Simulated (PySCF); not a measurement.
## Te⁺: ionisation energy

Te⁺ [Kr] 4d10 5s2 5p3 (4S) → Te²⁺ [Kr] 4d10 5s2 5p2 (3P), as a difference of total energies. Computed with PySCF 2.14 in aug-cc-pVQZ-PP with ECP28MDF, with scalar relativity through the core potential. Correlated levels: valence: 4s2 4p6 4d10 frozen. The calculations carry no spin-orbit coupling.

```csv
method,ionisation energy (eV)
UHF,18.356
LDA,18.935
PBE,18.754
PBE0,18.858
r2SCAN,19.014
LC-wPBE,18.917
r2SCANh,19.028
B2PLYP,18.715
r2SCAN0,19.047
MP2 (valence),18.827
SCS-MP2 (valence),18.698
```

**Question.** How much does correlation contribute at MP2 (valence)?

**Answer.** 18.827 − (18.356) = 0.471 eV, measured against UHF.

The reference lies between the lowest fine-structure levels, while these numbers refer to the centres of the terms.

Errors of the correlated levels include the incompleteness of this basis and the frozen core.

For comparison: 18.6 ± 0.4 eV (measured; NIST Atomic Spectra Database, ionization energies).
